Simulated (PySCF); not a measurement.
Relaxation of doublet MoO₂Cl

Level of theory: UPBE0/[Mo def2-TZVP with ECP28, O def2-TZVP, Cl def2-TZVP], scalar-relativistic core potentials, density fitting, no spin–orbit coupling, PySCF. A (50,194) grid was used.

A hand-made trigonal planar start, of C2v symmetry, held to at least that symmetry:

```xyz
4
charge 0 multiplicity 2, angstrom
Mo   -0.3300    0.0000    0.0000
O    -1.2200    1.5415    0.0000
O    -1.2200   -1.5415    0.0000
Cl    2.0400    0.0000    0.0000
```

Optimiser trace:
```
step  E − E(last) (kJ/mol)  largest gradient (Eh/bohr)
   0                 65.93                     0.08256
   1                  5.19                     0.04670
   2                  0.20                     0.00800
   3                  0.01                     0.00079
   4                  0.00                     0.00010
```

It ends at C2v with Mo–Cl 2.265 Å, Mo–O 1.677 Å (×2); Cl–Mo–O 123.6° (×2), O–Mo–O 112.9° (after a last refinement on a finer grid). A frequency run shows 1 imaginary mode, down to 92i cm⁻¹, so it is a saddle point.

Open d and f shells are described by one determinant, and the ground state may have another occupation or spin.

The relaxation took 21 s on 4 threads of a shared Intel Xeon Platinum 8259CL @ 2.50GHz (Skylake/Cascade Lake) host, with 139 basis functions and 5 gradients; the process peaked at 0.88 GiB. Launch command: `OMP_NUM_THREADS=4 python axn.py task.json out`.
